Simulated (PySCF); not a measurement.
A TDDFT job was run through a driver script with this input:

```
{"job": {"kind": "uv", "xc": "CAM-B3LYP", "basis": "def2-SVPD", "ip": false, "nstates": 15}, "charge": 0, "multiplicity": 1}
Al    -0.022410    -0.027505     0.009502
C      1.841484    -0.057379     0.642008
C      2.396673    -1.425242     1.039056
H      1.922382     0.648489     1.490482
H      2.470347     0.396319    -0.147523
H      3.449390    -1.378494     1.365520
H      1.824812    -1.873146     1.868472
H      2.353437    -2.143520     0.203689
C     -0.949901     1.607502    -0.574236
C     -2.392722     1.430294    -1.047904
H     -0.342094     2.083084    -1.367150
H     -0.910009     2.330548     0.262907
H     -2.855487     2.379858    -1.366142
H     -2.460462     0.739776    -1.904737
H     -3.034582     1.012833    -0.254622
N     -0.918262    -1.565543    -0.037866
H     -1.877715    -1.673302    -0.348203
H     -0.551231    -2.467655     0.244467
```

Theory: TDDFT CAM-B3LYP/def2-SVPD, vertical, gas phase, core orbitals frozen in the response (PySCF 2.14.0, density-fitted response routines). Job line and output are in the format of a driver script around the code.

(1) What does the script print for it?

Results:

(1) 
```
coarse grid: 14472 points
cycle   1  E = -456.3880286230  dE =  1.841e-01  |g| = 5.517e-01  |ddm| = 5.547e+00
cycle   2  E = -456.3804174652  dE =  7.611e-03  |g| = 6.067e-01  |ddm| = 1.327e+00
cycle   3  E = -456.4650265351  dE = -8.461e-02  |g| = 5.722e-02  |ddm| = 6.924e-01
cycle   4  E = -456.4656561733  dE = -6.296e-04  |g| = 3.297e-02  |ddm| = 1.026e-01
cycle   5  E = -456.4659287059  dE = -2.725e-04  |g| = 2.650e-03  |ddm| = 4.262e-02
cycle   6  E = -456.4659315571  dE = -2.851e-06  |g| = 5.813e-04  |ddm| = 6.812e-03
final grid: 132184 points
cycle   7  E = -456.5388226951  dE = -2.911e-05  |g| = 3.800e-03  |ddm| = 5.279e-02
cycle   8  E = -456.5388227519  dE = -5.675e-08  |g| = 3.907e-03  |ddm| = 1.116e-02
cycle   9  E = -456.5388263796  dE = -3.628e-06  |g| = 3.044e-04  |ddm| = 4.474e-03
cycle  10  E = -456.5388263937  dE = -1.418e-08  |g| = 2.049e-04  |ddm| = 6.800e-04
cycle  11  E = -456.5388264036  dE = -9.821e-09  |g| = 1.420e-05  |ddm| = 2.521e-04
cycle  12  E = -456.5388264037  dE = -8.788e-11  |g| = 4.168e-06  |ddm| = 4.084e-05
converged SCF energy = -456.5388264037

Static polarisability (au): isotropic 84.045, principal 70.315 83.036 98.784

Singlet excitations
state   eV       nm        f      main configurations
  1   6.0632    204.5   0.00048   H->L+1 0.97
  2   6.0790    204.0   0.04222   H->L 0.91
  3   6.1222    202.5   0.06185   H-1->L 0.87
  4   6.9634    178.1   0.00864   H-1->L+1 0.51, H-2->L 0.30, H->L+3 0.14
  5   7.0768    175.2   0.12822   H-1->L+1 0.46, H-2->L 0.28, H->L+3 0.20
  6   7.2561    170.9   0.05836   H->L+2 0.88
  7   7.4303    166.9   0.00942   H-2->L+1 0.64, H-1->L+2 0.20, H-1->L+5 0.09
  8   7.5507    164.2   0.01072   H-1->L+2 0.44, H-2->L+1 0.29, H-1->L+5 0.13
  9   7.7331    160.3   0.01192   H->L+3 0.55, H-2->L 0.34
 10   7.7920    159.1   0.00002   H-1->L+3 0.66, H-1->L+6 0.18, H-1->L+9 0.13
 11   8.0998    153.1   0.13228   H->L+4 0.50, H->L+5 0.24, H-2->L+3 0.20
 12   8.2371    150.5   0.02788   H-2->L+2 0.52, H->L+6 0.41
 13   8.2719    149.9   0.00118   H->L+5 0.65, H->L+4 0.18
 14   8.4027    147.6   0.00004   H->L+7 0.71, H-3->L 0.10
 15   8.4664    146.4   0.00001   H-3->L 0.67, H->L+7 0.16

Triplet excitations (Tamm-Dancoff, eV): 5.7531 5.7716 5.7839 5.8407
```

The structure is a single PBE0-D3(BJ)/def2-SVP conformer in the gas phase; no vibrational or solvent corrections.

The species is `C[CH2][Al]([NH2])[CH2]C` (AlEt2(NH2)).

The SCF starts on a coarse grid; the energy jumps when the final grid takes over, and dE counts afresh there. H and L stand for HOMO and LUMO.
